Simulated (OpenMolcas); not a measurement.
Kr2+: terms and fine structure

```
Program             : OpenMolcas
Method              : RASSCF
Basis               : ANO-RCC-VTZP [6s5p3d1f]
Scalar Hamiltonian  : DKH2, point nucleus
Active space        : 6 electrons in 9 orbitals (RAS2 4s 4p; RAS3 4d, at most 2 electrons)
State averaging     : 2S+1 = 3 even, 3 roots; 2S+1 = 1 even, 7 roots; 2S+1 = 3 odd, 3 roots; 2S+1 = 1 odd, 3 roots
Spin-orbit coupling : RASSI with atomic mean-field integrals over the reference wave functions, term energies averaged over their components
```

With spin-orbit coupling, above the lowest level:

| Configuration | Term | J | E (eV) | Measured (eV) | g | Term weight % |
| --- | --- | --- | --- | --- | --- | --- |
| 4s2 4p4 | 3P | 2 | 0.0000 | 0.0000 | 1.489 | 98 |
| 4s2 4p4 | 3P | 1 | 0.4968 | 0.5639 | 1.501 | 100 |
| 4s2 4p4 | 3P | 0 | 0.6097 | 0.6587 |  | 97 |
| 4s2 4p4 | 1D | 2 | 2.0527 | 1.8157 | 1.012 | 98 |
| 4s2 4p4 | 1S | 0 | 4.2573 | 4.1013 |  | 97 |
| 4s 4p5 | 3P* | 2 | 14.2836 | 14.3736 | 1.501 | 100 |
| 4s 4p5 | 3P* | 1 | 14.6852 | 14.8013 | 1.499 | 99 |
| 4s 4p5 | 3P* | 0 | 14.9151 | 15.0694 |  | 100 |

Against the 7 measured excited levels shown (Saloman, J. Phys. Chem. Ref. Data 36, 215 (2007)) the mean absolute deviation is 1000 cm-1; the largest miss in energy is 4s2 4p4 1D2: computed 2.0527, measured 1.8157 eV (+13.1 %).

Spin-orbit coupling puts the lowest level 0.2733 eV below the lowest spin-free term.

For 3P the intervals divided by the larger J are -910.1, -2003.6 cm-1. Landé's interval rule makes them equal in pure LS coupling; they differ by 75 % of their mean. The multiplet is inverted.

The run also gave levels led by 4s2 4p3 4d, which use shells meant for correlation; these and all levels above them are left out. Some terms mix strongly with configurations of 4d, whose occupation reaches 0.24 (4s 4p5 3P*). Measured partners are found by configuration, term and J. A level has none where our copy of the source lacks it or the pairing is in doubt (some pairs that miss far off the trend of their configuration count as doubtful), and it then counts in no deviation. Levels of configurations outside the active space are missing. The first state left out of the spin-orbit step lies near 170000 cm-1 above the lowest spin-free state of the reference (among the parities and spins computed), and the list stops at four fifths of that energy or lower.

The term weight is that of the spin-free term in the level, not the purity of its configuration. * marks odd parity.
